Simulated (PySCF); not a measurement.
Ligand exchange on a metal centre used in film growth or etching (Ti Cl-OH). Gas-phase values, no solvent. One relaxed conformer stands for each flexible species; it need not be the lowest.

Level of theory: B3LYP-D3(BJ)/def2-TZVP // BP86-D3(BJ)/def2-SVP run with PySCF 2.14.0. B3LYP has the VWN-RPA correlation part, as in Gaussian. 

```tsv
species	LUMO (eV)	charge on the central atom (Mulliken) (e)
0 of 4 Cl replaced by OH ([Ti(Cl)4])	[?]	1.08
1 of 4 Cl replaced by OH	-3.44	1.26
2 of 4 Cl replaced by OH ([Ti(Cl)2(OH)2])	[?]	1.37
3 of 4 Cl replaced by OH ([Ti(Cl)(OH)3])	-2.21	1.41
4 of 4 Cl replaced by OH ([Ti(OH)4])	-1.57	1.49
```

What belongs in the gaps?


- 0 of 4 Cl replaced by OH ([Ti(Cl)4]), LUMO (eV): -4.04
- 2 of 4 Cl replaced by OH ([Ti(Cl)2(OH)2]), LUMO (eV): -2.81
